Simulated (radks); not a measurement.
The numbers below are computed, except where a source is named.
Q: Radial electron density D(r) = 4 pi r^2 rho(r) of an atom or ion with 5 electrons. Level of theory: scalar-relativistic Kohn-Sham, r2SCAN, spin-unpolarised, spherical densities, finite nucleus; meta-GGA in the generalised Kohn-Sham scheme; Fermi nuclear charge, rms radius of each element as measured or else 0.836 A^(1/3) + 0.57 fm (a radial shooting solver on a logarithmic mesh with Libxc functionals).

```
   r/bohr * D(r) (the largest magnitude, 7.45, reaches the edge; | marks zero)
   0.0197 |     *
  0.02186 |      *
  0.02406 |       *
   0.0267 |         *
  0.02963 |          *
  0.03261 |            *
  0.03618 |              *
  0.04015 |                 *
   0.0442 |                    *
  0.04904 |                       *
  0.05398 |                          *
   0.0599 |                             *
  0.06646 |                                 *
  0.07316 |                                     *
  0.08118 |                                        *
  0.08936 |                                            *
  0.09915 |                                               *
     0.11 |                                                  *
   0.1211 |                                                    *
   0.1344 |                                                      *
   0.1491 |                                                      *
   0.1641 |                                                     *
   0.1821 |                                                   *
   0.2005 |                                                 *
   0.2224 |                                            *
   0.2468 |                                       *
   0.2717 |                                  *
   0.3015 |                             *
   0.3345 |                        *
   0.3682 |                   *
   0.4086 |                *
   0.4497 |              *
    0.499 |             *
   0.5537 |             *
   0.6095 |              *
   0.6763 |               *
   0.7444 |                 *
    0.826 |                  *
   0.9166 |                   *
    1.009 |                  *
    1.119 |                 *
    1.242 |               *
    1.367 |             *
    1.517 |          *
     1.67 |       *
    1.853 |    *
    2.056 |  *
    2.263 | *
    2.511 |*
    2.787 *
    3.068 *
    3.404 *
    3.747 *
    4.157 *
```

What is the nuclear charge?

A: Z = 7. The innermost maximum, from 1s, lies near gamma/Z bohr with gamma = sqrt(1 - (Z/c)^2) = 0.999, here 0.143 bohr (found: 0.147), and its height grows with Z. The density is that of the nitrogen ion N2+ in [He] 2s2 2p1; the configuration itself is not fixed sharply by these data. D(r) has 2 maxima, at r = 0.147, 0.931 bohr, and minima at 0.515 bohr, inside which lie 2.12 electrons.
